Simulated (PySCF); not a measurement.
A PySCF script (with the pyscf-properties extension) for the NMR shieldings of SMILES C[C@H](S)C(=O)C[SiH3], C$_{4}$H$_{10}$OSSi, on a GFN2-xTB geometry:

```python
import basis_set_exchange as bse
import numpy as np
from pyscf import gto, dft
from pyscf.prop import nmr

atoms = """
C     2.082641    0.001476   -0.890180
C     0.642377    0.466304   -0.793726
S     0.466465    2.225965   -1.304587
C     0.087601    0.414244    0.622308
O     0.817850    0.470327    1.584640
C    -1.386131    0.285235    0.712366
Si   -1.823728   -1.582046    0.772946
H     2.133733   -1.070894   -0.709311
H     2.492273    0.215843   -1.874445
H     2.683710    0.504116   -0.134727
H    -0.007185   -0.074289   -1.484700
H     1.225425    2.723531   -0.330756
H    -1.875905    0.755725   -0.137808
H    -1.739163    0.747635    1.632865
H    -1.348314   -2.212064   -0.462339
H    -1.177829   -2.191518    1.930447
H    -3.280820   -1.667561    0.857097
"""
names = dict.fromkeys(["C", "S", "O", "Si", "H"], "pcSseg-1")
basis = {el: gto.basis.parse(bse.get_basis(n, elements=[el], fmt="nwchem")) for el, n in names.items()}
mol = gto.M(atom=atoms, basis=basis, charge=0, verbose=0)
mf = dft.RKS(mol, xc="PBE0")
mf.grids.level = 2
mf.grids.alignment = dft.numint.BLKSIZE   # the property module wants whole blocks of grid points
mf.conv_tol = 1e-9
mf.kernel()

calc = nmr.RKS(mf)   # GIAO
C = mf.mo_coeff
Co = C[:, mf.mo_occ > 0]
resp = mf.gen_response(singlet=True, hermi=2)
def vind(x):   # induced exchange potential for any number of trial vectors
    d = np.einsum("pi,xij,qj->xpq", C, 2 * x.reshape(-1, C.shape[1], Co.shape[1]), Co, optimize=True)
    return np.einsum("xpq,pi,qj->xij", resp(d - d.transpose(0, 2, 1)), C, Co, optimize=True).ravel()
mo1, _ = nmr.rhf.solve_mo1(calc, with_cphf=vind)
sigma = calc.kernel(mo1)
for i, s in enumerate(sigma):   # ppm
    print("%2d %-2s %9.2f" % (i, mol.atom_pure_symbol(i), np.trace(s) / 3))
```

Q: What does it print?

A: 
```
 0 C     164.78
 1 C     140.62
 2 S     509.17
 3 C     -22.36
 4 O    -266.40
 5 C     157.00
 6 Si    416.64
 7 H      30.50
 8 H      30.29
 9 H      29.80
10 H      28.62
11 H      29.87
12 H      28.69
13 H      29.45
14 H      27.79
15 H      27.84
16 H      27.64
```

These numbers come from an equivalent density-fitted implementation of the same equations, which agrees with the script to about 0.01 ppm for H and up to a few tenths of a ppm for heavy atoms, so last digits may differ.

Q: Turn these shieldings into chemical shifts. Scale: ¹³C (σref 186.93), ²⁹Si (σref 349.16), ¹H (σref 31.72) vs TMS; CS2 for ³³S (σref 503.73); ¹⁷O (σref 336.08) against H2O (reference shieldings calculated alike).

A: Averaging equivalent atoms: C 3: 209.3; C 1: 46.3; C 5: 29.9; C 0: 22.1; S 2: -5; O 4: 602.5; Si 6: -67.5; H 14/15/16: 3.96; H 10: 3.10; H 12: 3.03; H 13: 2.27; H 11: 1.85; H 7/8/9: 1.52 ppm. Unscaled 17O shifts of doubly bonded oxygen tend to come out too high, by tens of ppm or more. Experimental scales use liquid or dissolved standards, which lie at an offset from isolated H2O (liquid H2O: subtract about 36 ppm).

Size and cost of the density-fitted run: 183 basis functions, 25 s wall time on 1 thread of an Intel Xeon 6975P-C, shared host; peak memory 0.76 GiB.
